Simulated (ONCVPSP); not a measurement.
# Pseudopotential generation for Re (Z = 75): ONCV, PBE, scalar-relativistic.

Re (Z = 75), optimised norm-conserving Vanderbilt (ONCV), made with ONCVPSP 4.0.1 (PBE, scalar-relativistic). Core [Kr] 4d10, reference 4f13 5s2 5p6 5d6 6s2. Waves: 5s+6s: rc 1.95 bohr, ncon 4, nbas 9, qcut 7.2 1/bohr, 2 projectors; 5p: rc 1.60 bohr, ncon 4, nbas 9, qcut 8.2 1/bohr, 2 projectors, debl 3.4 Ha; 5d: rc 2.25 bohr, ncon 3, nbas 7, qcut 8.5 1/bohr, 2 projectors, debl 2.7 Ha; 4f: rc 0.75 bohr, ncon 4, nbas 8, qcut 18.8 1/bohr, local. Local part: the f channel. Core correction: Teter function, fcfact 2.75, rcfact 1.05.

All-electron outer shells of the reference configuration (PBE, scalar-relativistic, ld1.x):

```csv
shell,level (eV),outermost node (bohr),outermost maximum (bohr)
4d,-265.66,0.21,0.44
5s,-89.23,0.52,0.92
4f,-51.82,–,0.41
5p,-49.91,0.56,1.05
5d,-6.39,0.61,1.38
6s,-6.02,1.22,2.51
```

Q: Estimate the cutoffs (Ha) at which the residual kinetic energy of the hardest occupied pseudo-wave falls to 1 and 0.1 mHa per electron.

A: 385 Ha and 503 Ha.

Q: What does a ghost test show?

A: Ghosts flagged at negative energy: s at -846.5 eV, p at -433.4 eV; GHOST(+) flagged for d at 14.0 eV, s at 109.9 eV. A true bound ghost makes a file unfit for plane-wave use.

Q: Which valence shell sets the plane-wave cutoff?

A: 4f: 385 Ha for 1 mHa per electron, against 23 Ha for 5p.

Q: Tests: 4f14 5s2 5p6 5d5 6s2; 4f14 5s2 5p6 5d5 6s1; 4f14 5s2 5p6 5d5 6s0; 4f14 5s2 5p6 5d5 6s1 6p1. Which has the largest error in its energy relative to the reference configuration, and how large is it?

A: 4f14 5s2 5p6 5d5 6s2, with -376 meV (all-electron minus pseudo) on -41.21 eV.
